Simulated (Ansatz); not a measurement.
The same ligand exchange along the group Li, Na, K.

Isolated molecules relaxed with PBE0-D4/def2-TZVP in Ansatz; ΔE leaves out vibrations. CBS: MP2 limit from def2 TZ/QZ plus the TZ coupled-cluster correction, frozen cores. This one scheme is used for every species. Elements past krypton have def2 core potentials. For I, K, Li, Na outer-core shells are correlated without core-valence functions, which leaves a few kJ/mol of doubt a bond. Scalar relativity is left out up to krypton.

```json
{"reaction": "`[Li][SH]` + HI → `[Li][I]` + H₂S", "CCSD/CBS(def2) (kJ/mol)": "-102"}
{"reaction": "`[Na][SH]` + HI → `[Na][I]` + H₂S", "CCSD/CBS(def2) (kJ/mol)": "-113"}
{"reaction": "`[SH][K]` + HI → `[K][I]` + H₂S", "CCSD/CBS(def2) (kJ/mol)": "-122"}
```

**Question.** Give the CCSD(T)/CBS values in the same order. (Best estimate.)

**Answer.** Computed: -99, -110, -119 kJ/mol.

Largest T1 diagnostic: 0.009, for H₂S.
